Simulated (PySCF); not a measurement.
# AsO₂⁺ + F₂ → AsF₂⁺ + O₂

Level: PBE0 in the def2-TZVP basis family, all electrons, no relativity, computed in PySCF with density fitting; open shells unrestricted.

```
species                            state and structure       E (Eh)  ZPE (kJ/mol)  H(298 K) − H(0) (kJ/mol)  S° (J/(mol K))
  AsO₂⁺                singlet, D∞h, As–O 1.570 Å (×2)  -2385.49758          15.2                      11.9           246.3
     F₂                      singlet, D∞h, F–F 1.376 Å   -199.40856           6.6                       8.7           201.9
  AsF₂⁺  singlet, C2v, As–F 1.656 Å (×2); F–As–F 98.4°  -2434.87813          11.8                      11.4           267.6
     O₂                      triplet, D∞h, O–O 1.193 Å   -150.23561          10.3                       8.7           204.9
```

(1) What is the electronic reaction energy?

(2) Add zero-point, thermal and entropy terms for 298.15 K and 1 bar.

Results:

(1) At PBE0/def2-TZVP, ΔE = -545.1 kJ/mol from the differences of the total energies times 2625.5, downhill. 

(2) ΔZPE = 0.3 and Δ[H(298) − H(0)] = -0.5 kJ/mol give ΔH° = -545.3 kJ/mol. ΔS° = 24.3 J/(mol K), so ΔG° = -545.3 − 298.15 × (0.0243) = -553 kJ/mol.

The structures come from searches over a few start shapes, so lower isomers are not excluded.
